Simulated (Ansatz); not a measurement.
`OB/[C]([AlH2])=C\Cl` and `C=[C]([AlH2])BO` differ in one atom or group.

Ansatz, PBE0-D4/def2-TZVP geometries, multiplicity 1. Each molecule was computed in one conformer, which needn't be the lowest.

| property | `OB/[C]([AlH2])=C\Cl` |
| --- | --- |
| HOMO–LUMO gap (ωB97M-V/def2-TZVPP) / eV | 9.76 |
| LUMO energy (PBE0/def2-TZVPP) / eV | -1.86 |
| LUMO energy (B3LYP/def2-TZVPP) / eV | -2.05 |
| size of the dipole moment (PBE/def2-TZVPP) / D | 1.15 |
| HOMO–LUMO gap (PBE0/def2-TZVPP) / eV | 5.86 |
| LUMO energy (PBE/def2-TZVPP) / eV | -2.68 |

Question: What does the change do to each property? (Estimate.)

Answer: The calculation gave: 
| property | `C=[C]([AlH2])BO` | shift |
| --- | --- | --- |
| HOMO–LUMO gap (ωB97M-V/def2-TZVPP) / eV | 9.90 | 0.14 |
| LUMO energy (PBE0/def2-TZVPP) / eV | -1.74 | 0.12 |
| LUMO energy (B3LYP/def2-TZVPP) / eV | -1.95 | 0.10 |
| size of the dipole moment (PBE/def2-TZVPP) / D | 1.52 | 0.37 |
| HOMO–LUMO gap (PBE0/def2-TZVPP) / eV | 5.92 | 0.06 |
| LUMO energy (PBE/def2-TZVPP) / eV | -2.61 | 0.07 |

Dipoles are sizes alone; their direction can turn.

B3LYP here is the variant with VWN-RPA as its local correlation; programs differ in this.
